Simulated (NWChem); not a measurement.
The numbers come from NWChem runs, not from measurements. System: H₃ClSi, charge 0, spin multiplicity 1, at a geometry optimised with B3LYP/def2-SVP. The structure started from a generated list of species. Level: RHF/def2-TZVP.

NWChem printed:

```
             Northwest Computational Chemistry Package (NWChem) 7.3.0
             --------------------------------------------------------

                                NWChem Input Module
                                -------------------

 Scaling coordinates for geometry "geometry" by  1.889725989
 (inverse scale =  0.529177249)

 Turning off AUTOSYM since
 SYMMETRY directive was detected!

                             Geometry "geometry" -> ""
                             -------------------------

 Output coordinates in angstroms (scale by  1.889725989 to convert to a.u.)

  No.       Tag          Charge          X              Y              Z
 ---- ---------------- ---------- -------------- -------------- --------------
    1 Si                  14.0000     0.02790600    -0.99652100     0.00000000
    2 Cl                  17.0000    -0.03029400     1.08179200     0.00000000
    3 H                    1.0000     0.74437600    -1.46004300     1.21799800
    4 H                    1.0000     0.74437600    -1.46004300    -1.21799800
    5 H                    1.0000    -1.36443200    -1.51909000     0.00000000

 Effective nuclear repulsion energy (a.u.)      85.4045721171

            Nuclear Dipole moment (a.u.)
            ----------------------------
        X                 Y               Z
 ---------------- ---------------- ----------------
     0.0000113384    -0.0000113384     0.0000000000

      Symmetry information
      --------------------

 Group name             Cs
 Group number              2
 Group order               2
 No. of unique centers     4

      Symmetry unique atoms

     1    2    3    5


 Summary of "ao basis" -> "" (spherical)
 ------------------------------------------------------------------------------
       Tag                 Description            Shells   Functions and Types
 ---------------- ------------------------------  ------  ---------------------
 *                         def2-tzvp                  on all atoms

 Summary of "ao basis" -> "ao basis" (spherical)
 ------------------------------------------------------------------------------
       Tag                 Description            Shells   Functions and Types
 ---------------- ------------------------------  ------  ---------------------
 Si                        def2-tzvp                13       37   5s5p2d1f
 Cl                        def2-tzvp                13       37   5s5p2d1f
 H                         def2-tzvp                 4        6   3s1p
[...]
 Vector   15  Occ=2.000000D+00  E=-5.272495D-01  Symmetry=a"
              MO Center=  3.5D-01, -6.1D-01,  1.5D-10, r^2= 2.9D+00
   Bfn.  Coefficient  Atom+Function         Bfn.  Coefficient  Atom+Function
  ----- ------------  ---------------      ----- ------------  ---------------
    54      0.282378  2 Cl pz                17      0.278636  1 Si pz
    76      0.186977  3 H  s                 82     -0.186977  4 H  s
    57      0.161029  2 Cl pz

 Vector   16  Occ=2.000000D+00  E=-4.524874D-01  Symmetry=a'
              MO Center= -1.7D-01,  2.7D-01, -3.7D-11, r^2= 2.9D+00
   Bfn.  Coefficient  Atom+Function         Bfn.  Coefficient  Atom+Function
  ----- ------------  ---------------      ----- ------------  ---------------
    52      0.460100  2 Cl px                55      0.311287  2 Cl px
    49      0.212982  2 Cl px                43     -0.167806  2 Cl px
    88      0.159151  5 H  s                 15     -0.153896  1 Si px

 Vector   17  Occ=2.000000D+00  E=-4.524871D-01  Symmetry=a"
              MO Center=  1.6D-01,  2.8D-01,  3.5D-11, r^2= 2.9D+00
   Bfn.  Coefficient  Atom+Function         Bfn.  Coefficient  Atom+Function
  ----- ------------  ---------------      ----- ------------  ---------------
    54      0.460278  2 Cl pz                57      0.311408  2 Cl pz
    51      0.213065  2 Cl pz                45     -0.167871  2 Cl pz
    17     -0.153958  1 Si pz

 Vector   18  Occ=0.000000D+00  E= 1.100308D-01  Symmetry=a'
              MO Center=  3.1D-02, -1.1D+00,  4.9D-14, r^2= 5.4D+00
   Bfn.  Coefficient  Atom+Function         Bfn.  Coefficient  Atom+Function
  ----- ------------  ---------------      ----- ------------  ---------------
    19      1.332206  1 Si py                42     -0.817293  2 Cl s
    56      0.426833  2 Cl py                77      0.269785  3 H  s
    83      0.269785  4 H  s                 89      0.269795  5 H  s

 Vector   19  Occ=0.000000D+00  E= 1.539907D-01  Symmetry=a"
              MO Center= -5.6D-01, -9.4D-01, -1.0D-10, r^2= 5.0D+00
   Bfn.  Coefficient  Atom+Function         Bfn.  Coefficient  Atom+Function
  ----- ------------  ---------------      ----- ------------  ---------------
    20      2.061574  1 Si pz                77     -1.432735  3 H  s
    83      1.432735  4 H  s                 57     -0.392753  2 Cl pz

 Vector   20  Occ=0.000000D+00  E= 1.539913D-01  Symmetry=a'
              MO Center=  6.1D-01, -9.0D-01,  2.0D-10, r^2= 5.0D+00
   Bfn.  Coefficient  Atom+Function         Bfn.  Coefficient  Atom+Function
  ----- ------------  ---------------      ----- ------------  ---------------
    18      2.060786  1 Si px                89      1.654366  5 H  s
    77     -0.827226  3 H  s                 83     -0.827226  4 H  s
    55     -0.392601  2 Cl px

 center of mass
 --------------
 x =  -0.00439220 y =   0.15684907 z =   0.00000000

 moments of inertia (a.u.)
 ------------------
         278.057443133818           7.188591116313           0.000000000000
           7.188591116313          21.558096808750           0.000000000000
           0.000000000000           0.000000000000         278.258751755036

  Mulliken analysis of the total density
  --------------------------------------

    Atom       Charge   Shell Charges
 -----------   ------   -------------------------------------------------------
    1 Si  14    13.56   2.00  0.58  1.39  0.83  0.34  4.12  1.73  0.51  1.35  0.27  0.16  0.23  0.04
    2 Cl  17    17.33   2.01  0.45  1.52  1.08  0.87  4.18  1.69  1.07  2.90  1.53  0.01  0.03  0.00
    3 H    1     1.04   0.24  0.56  0.22  0.01
    4 H    1     1.04   0.24  0.56  0.22  0.01
    5 H    1     1.04   0.24  0.56  0.22  0.01

       Multipole analysis of the density wrt the origin
       ------------------------------------------------

     L   x y z        total         open         nuclear
     -   - - -        -----         ----         -------
     0   0 0 0     -0.000000      0.000000     34.000000

     1   1 0 0      0.016449      0.000000      0.000011
     1   0 1 0     -0.587542      0.000000     -0.000011
     1   0 0 1      0.000000      0.000000      0.000000

     2   2 0 0    -20.958458      0.000000     10.700229
     2   1 1 0     -0.013927      0.000000     -3.740306
     2   1 0 1      0.000000      0.000000      0.000000
     2   0 2 0    -20.461021      0.000000    144.158509
     2   0 1 1      0.000000      0.000000      0.000000
     2   0 0 2    -20.958855      0.000000     10.595484

 Task  times  cpu:        1.1s     wall:        1.1s

 Total times  cpu:        1.1s     wall:        1.1s
```

Write an NWChem input that would produce this output.

One answer among several that fit: 
```
start mol
memory heap 200 mb stack 900 mb global 1100 mb
geometry units angstroms nocenter noautoz
  Si     0.027906    -0.996521     0.000000
  Cl    -0.030294     1.081792     0.000000
  H      0.744376    -1.460043     1.217998
  H      0.744376    -1.460043    -1.217998
  H     -1.364432    -1.519090     0.000000
  symmetry group Cs
end
basis spherical
  * library def2-tzvp
end
scf
  rhf
  nopen 0
  maxiter 100
  thresh 1e-7
  semidirect memsize 60000000 filesize 0
end
task scf energy
```
